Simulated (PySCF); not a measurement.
**Pd²⁺: excitation energy**

Pd²⁺ [Kr] 4d8 (3F) → Pd²⁺ [Kr] 4d7 5p1 (high-spin determinant), as a difference of total energies. All numbers are calculated (PySCF 2.14, the spin-free X2C one-electron Hamiltonian (Gaussian nucleus), in x2c-QZVPPall). Correlated levels: valence: [Kr] frozen; valence and next inner shell: [Ar] 3d10 frozen. The calculations carry no spin-orbit coupling.

```json
{"method": "UHF", "excitation energy (eV)": "12.356"}
{"method": "LDA", "excitation energy (eV)": "13.155"}
{"method": "PBE", "excitation energy (eV)": "12.993"}
{"method": "PBE0", "excitation energy (eV)": "13.080"}
{"method": "r2SCAN", "excitation energy (eV)": "13.080"}
{"method": "MP2 (valence)", "excitation energy (eV)": "13.367"}
{"method": "SCS-MP2 (valence)", "excitation energy (eV)": "13.623"}
{"method": "MP2 (valence and next inner shell)", "excitation energy (eV)": "13.250"}
{"method": "SCS-MP2 (valence and next inner shell)", "excitation energy (eV)": "13.360"}
```

Task: How much does correlation contribute at MP2 (valence and next inner shell)?

Result: 13.250 − (12.356) = 0.894 eV, measured against UHF.

A first-order spin-orbit estimate (lowest level to lowest level, LS coupling) adds 0.100 eV.

The basis was made for the ground configuration and has no added diffuse functions, so the excitation energy can come out too high.

The determinant of the upper state mixes LS terms, which raises its energy above the lowest term, most at the Hartree-Fock and MP2 levels.
